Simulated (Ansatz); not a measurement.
Two structures of GeNH$_{4}$F, closed shell, reached by relaxing down either side of one saddle point (PBE0-D4/def2-TZVP). Energies are electronic, without zero-point energy. Ansatz 0.2.0; basis: def2-TZVPP and def2-QZVPP; cores frozen in the correlated methods. Filled d shells of the heavier atoms are correlated. The def2 sets are not built for correlating such inner shells, so the correlated values are less sure here. Extrapolation: Hartree–Fock as exp(−7.88 √X), correlation as X^−2.97. First:

```xyz
7
angstrom
Ge -0.1489 -0.4240 0.5184
F 1.4825 -0.6870 1.0993
N -0.1750 0.6915 -0.9085
H 0.2645 0.3495 -1.7503
H -0.6479 -1.8056 0.0895
H -0.8882 0.2324 1.6866
H 0.1131 1.6432 -0.7351
```

Second:

Ge1  (-0.911, -0.221, 0.656)
F2  (2.188, -0.644, -1.186)
N3  (0.151, 0.680, -0.323)
H4  (1.460, -0.079, -0.909)
H5  (-0.566, -1.680, 0.923)
H6  (-2.201, 0.298, 1.309)
H7  (-0.123, 1.646, -0.470)
(Å)

(1) Which bonds change from the first to the second?

(2) Give the saddle point's structure and its height above each. (To be estimated.)

The T1 diagnostic stays at or below 0.019. The restricted Hartree–Fock reference is unstable towards an unrestricted one at one or more of these structures.

Answers

(1) GeNH₄F ([NH2][GeH2][F]) → GeNH₃ ([NH][GeH2]) + HF; bonds formed: F2–H4; bonds broken: Ge1–F2, N3–H4.

(2) Computed: 275.8 kJ/mol above the first and 40.7 kJ/mol above the second (CCSD(T) at an estimated basis limit (MP2 extrapolated from triple and quadruple zeta, plus CCSD(T) − MP2 in triple zeta)).
```csv
atom,x (Å),y (Å),z (Å)
Ge1,-0.5937,-0.2713,0.4285
F2,1.6856,-0.5022,0.0124
N3,-0.2604,0.5910,-1.0371
H4,1.1593,0.0435,-0.6769
H5,-0.7539,-1.7882,0.3749
H6,-0.8900,0.3301,1.8166
H7,-0.3468,1.5973,-0.9183
```

Labels in which every atom is bracketed show which atoms are joined, not bond orders.

For scale, one of the runs: CCSD(T)/def2-TZVPP, 166 basis functions, launched by `ansatz run in.yaml --threads 2 --pin off --events-out ev --progress --plain --max-ram 4352MiB`. The run took 56 s on 2 CPU threads of an Arm Neoverse V1 (shared host), with 1.4 GiB of host memory at its peak.
